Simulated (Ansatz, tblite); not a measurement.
Cost and result up the ladder for the cluster Mg₃N₂⁻ (the lowest doublet isomer of a short search) (5 atoms). Total charge -1; doublet. Geometry: B3LYP-D4/def2-SVPD.

| atom | x (Å) | y (Å) | z (Å) |
| --- | --- | --- | --- |
| Mg1 | -1.460 | 1.963 | -1.243 |
| Mg2 | -0.253 | -3.044 | 0.188 |
| Mg3 | 1.801 | 1.751 | 1.035 |
| N4 | 0.436 | -0.374 | 0.345 |
| N5 | -0.523 | -0.296 | -0.326 |

Ansatz on 4 threads of Arm Neoverse V1 on a shared host; xTB runs through tblite on one thread. Times are rough, summed over both states, and most runs start from the orbitals of an earlier one. PBE0-D4/def2-TZVPD serves as the yardstick here, not as an exact answer. The other state is a singlet.

The xTB rows come from tblite. The order of the spin states hangs on the level: the quartet lies 0.44 eV below the doublet at r2SCAN-D4/def2-TZVPD, but 0.20 eV above it at PBE-D4/def2-TZVPD. The structure comes from a short search, and lower isomers may exist.

Raw xTB energies of ions are shifted by several eV, and xTB has no spin-polarisation term.

| level | functions | wall time |
| --- | --- | --- |
| GFN1-xTB | 20 | 0.004 s |
| GFN2-xTB | 35 | 0.021 s |
| PBE-D4/def2-TZVPD (with forces) | 179 | 6.3 s |
| PBE0-D4/def2-TZVPD | 179 | 9.2 s |
| r2SCAN-D4/def2-TZVPD | 179 | 15 s |

(1) Estimate what each level gives for the vertical IE (eV).

## Answers

(1) 
| level | vertical IE (eV) | difference from PBE0-D4/def2-TZVPD (eV) | remarks |
| --- | --- | --- | --- |
| GFN1-xTB | 5.16 | 3.64 | – |
| GFN2-xTB | 2.71 | 1.19 | – |
| PBE-D4/def2-TZVPD (with forces) | 1.33 | -0.19 | HOMO above zero (-1 doublet) |
| PBE0-D4/def2-TZVPD | 1.52 | 0.00 | – |
| r2SCAN-D4/def2-TZVPD | 1.49 | -0.03 | HOMO above zero (-1 doublet) |
